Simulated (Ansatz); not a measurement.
Geometry optimisation, RHF/6-31G* in Ansatz.

The input (input.yaml):

```yaml
crystal:
  periodic: [false, false, false]
  atoms:
    - { symbol: B, position_ang: [-0.134802, 0.19637, 0.21752] }
    - { symbol: "N", position_ang: [-0.116814, 0.654978, 1.609089] }
    - { symbol: H, position_ang: [-0.931642, 0.958717, 2.094214] }
    - { symbol: H, position_ang: [0.721938, 0.735335, 2.138493] }
    - { symbol: H, position_ang: [0.916017, -0.118722, -0.255826] }
    - { symbol: C, position_ang: [-1.484196, 0.184409, -0.613046] }
    - { symbol: H, position_ang: [-2.366276, 0.007132, 0.003792] }
    - { symbol: H, position_ang: [-1.61357, 1.166983, -1.075602] }
    - { symbol: H, position_ang: [-1.47835, -0.545794, -1.417707] }
    - { symbol: Si, position_ang: [0.29404, -2.851028, 0.963896] }
    - { symbol: H, position_ang: [-0.309349, -2.863424, -0.381928] }
    - { symbol: H, position_ang: [1.766663, -2.901239, 0.832324] }
    - { symbol: H, position_ang: [-0.159323, -4.054199, 1.697195] }
    - { symbol: H, position_ang: [-0.091337, -1.628318, 1.673688] }
basis:
  gaussian: { orbitals: "6-31G*" }
hamiltonian:
  xc: hf
relax:
  f_tol: 0.03
  max_steps: 50
output:
  orbitals: {}
```

Launched with:

```bash
$ ansatz run input.yaml --threads 1 --pin off --max-ram 2048MiB --backend cpu --events-out ev --progress --plain --runs-dir out
```

Q: Where does it end, and by what steps?

A: The forces met the threshold. The force dipped under the threshold on the way, but the program's further checks kept it going. After 30 steps the energy has fallen by 0.564 eV; H14 moved furthest, 1.61 Å.

| step | energy less start (eV) | largest force component (eV/Å) | accepted |
| --- | --- | --- | --- |
| 0 | 0.0000 | 2.416 | yes |
| 2 | -0.4160 | 0.916 | yes |
| 4 | -0.5139 | 0.177 | yes |
| 6 | -0.5226 | 0.108 | yes |
| 8 | -0.5262 | 0.070 | yes |
| 10 | -0.5306 | 0.116 | yes |
| 12 | -0.5328 | 0.065 | yes |
| 14 | -0.5348 | 0.026 | yes |
| 16 | -0.5359 | 0.055 | yes |
| 18 | -0.5383 | 0.114 | yes |
| 20 | -0.5456 | 0.126 | yes |
| 22 | -0.5500 | 0.083 | yes |
| 24 | -0.5576 | 0.125 | yes |
| 26 | -0.5614 | 0.028 | yes |
| 28 | -0.5633 | 0.140 | no |
| 30 | -0.5644 | 0.011 | yes |

```xyz
14
Properties=species:S:1:pos:R:3
B -0.189 0.714 -0.033
N -0.057 0.608 1.353
H -0.833 0.525 1.973
H 0.822 0.636 1.819
H 0.817 0.826 -0.672
C -1.603 0.684 -0.752
H -2.445 0.609 -0.068
H -1.745 1.575 -1.360
H -1.657 -0.160 -1.438
Si 0.380 -3.411 1.331
H -0.416 -3.000 0.160
H 1.732 -2.827 1.248
H 0.487 -4.884 1.355
H -0.281 -2.954 2.568
```

The run took 62 s on 1 thread of Arm Neoverse V2 (shared host), peak memory 0.15 GiB.
